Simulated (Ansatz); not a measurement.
Computed with Ansatz on PBE0-D4/def2-TZVP structures; ΔE is electronic, products minus reactants. CBS: MP2 limit from def2 TZ/QZ plus the TZ coupled-cluster correction, frozen cores. This one scheme is used for every species. DFT in def2-TZVPP. B3LYP here is the variant with VWN-RPA as its local correlation; programs differ in this. Each species was taken in one conformer, which may not be the lowest.

Reaction (cleavage of the Si–Si bond): `F[SiH](F)[SiH](Cl)Cl` + `N[SiH](O)O` → `O[SiH](O)N[SiH](F)F` + `Cl[SiH2]Cl`

`F[SiH](F)[SiH](Cl)Cl`:

```xyz
8

F    -0.071   -1.125    2.010
Si    0.203    0.195    1.169
F     1.719    0.608    1.410
Si   -0.114   -0.266   -1.110
Cl    0.267    1.460   -2.142
Cl   -2.074   -0.806   -1.357
H    -0.665    1.273    1.691
H     0.736   -1.339   -1.670
```

`N[SiH](O)O`:

Z-matrix (Å, degrees):
```
Si
O 1 1.639
O 1 1.639 2 116.1
N 1 1.714 2 107.1 3 -119.6
H 1 1.475 2 104.4 3 114.2
H 2 0.959 1 117.1 3 74.9
H 3 0.959 1 117.0 2 -75.2
H 4 1.008 1 119.6 2 171.6
H 4 1.008 1 119.6 2 -46.2
```

`O[SiH](O)N[SiH](F)F`:

Cartesian coordinates in Å:
```
O 0.396 -2.366 -0.308
Si 0.875 -0.821 -0.109
O 0.900 -0.074 -1.565
N -0.300 -0.019 0.853
Si -1.268 1.285 0.366
F -1.959 1.877 1.666
F -0.352 2.427 -0.262
H 1.006 -2.976 -0.725
H 2.212 -0.785 0.531
H 1.262 0.813 -1.615
H -0.457 -0.360 1.791
H -2.315 1.000 -0.623
```

`Cl[SiH2]Cl`:

```xyz
5

Cl   -0.161    1.058   -1.646
Si   -0.076   -0.116    0.021
Cl    1.279    0.641    1.345
H     0.365   -1.466   -0.380
H    -1.406   -0.117    0.661
```

```csv
level,ΔE (eV)
PBE0-D4,-0.97
B3LYP-D4,-1.04
ωB97M-V,-1.15
B3LYP,-1.04
SCS-MP2/def2-TZVPP,-1.19
MP2/def2-QZVPP,-1.18
MP2/CBS(def2),-1.16
CCSD/CBS(def2),-1.13
```

(1) What does CCSD(T)/CBS give? (Best estimate.)

Largest T1 diagnostic among the species: 0.012.

Answers

(1) The calculation gave: -1.11 eV. The listed levels differ from it by 0.14, 0.07, -0.04, 0.07, -0.08, -0.07, -0.05, -0.02 eV.

In def2-TZVPP, CCSD(T) changes the Hartree–Fock value by +0.14 eV (the triples alone add +0.02 eV) and MP2 by +0.09 eV. From PBE to PBE0 (25 % exact exchange), in def2-TZVPP and without D4, ΔE moves by −0.11 eV.
